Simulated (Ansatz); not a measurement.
C3H7FMgO (`CC(C)[O][Mg][F]`), relaxed with RKS PBE-D4/def2-SVP in the Gaussian-basis code of Ansatz from a rough embedded geometry. The force threshold is 0.03 eV/Å; the program also tests the step.

Charge 0, multiplicity 1.

Start:

```xyz
13

C    -0.482   -1.029    0.504
C     0.043    0.306    0.053
C     0.512    1.069    1.263
O     1.101    0.239   -0.828
Mg    0.294   -0.327   -2.584
F    -0.552   -0.816   -4.312
H    -1.357   -0.939    1.147
H     0.305   -1.618    0.938
H    -0.871   -1.620   -0.451
H    -0.792    0.872   -0.448
H     1.299    0.547    1.809
H    -0.373    1.258    1.984
H     0.875    2.057    0.925
```

(1) How much energy does the relaxation release, and in how many steps? (Estimate.)

(2) Which bonds change most? (An estimate is asked.)

(3) Give the relaxed structure. (Best estimate.)

## Answers

(1) Computed: 101.54 kJ/mol, in 21 steps, 2 of them rejected.

(2) Ansatz gave: O4–Mg5 from 2.014 to 1.784 Å; Mg5–F6 from 1.985 to 1.774 Å; C1–H9 from 1.188 to 1.109 Å; C3–H12 from 1.157 to 1.110 Å.

(3) The calculation gave: 
```xyz
13

C    -0.823   -1.044    0.750
C    -0.460    0.327    0.170
C     0.678    0.991    0.954
O    -0.133    0.224   -1.185
Mg    0.616   -0.196   -2.749
F     1.304   -0.565   -4.342
H    -1.146   -0.970    1.809
H     0.054   -1.725    0.705
H    -1.649   -1.505    0.170
H    -1.363    0.984    0.264
H     1.591    0.359    0.915
H     0.408    1.140    2.020
H     0.923    1.980    0.519
```
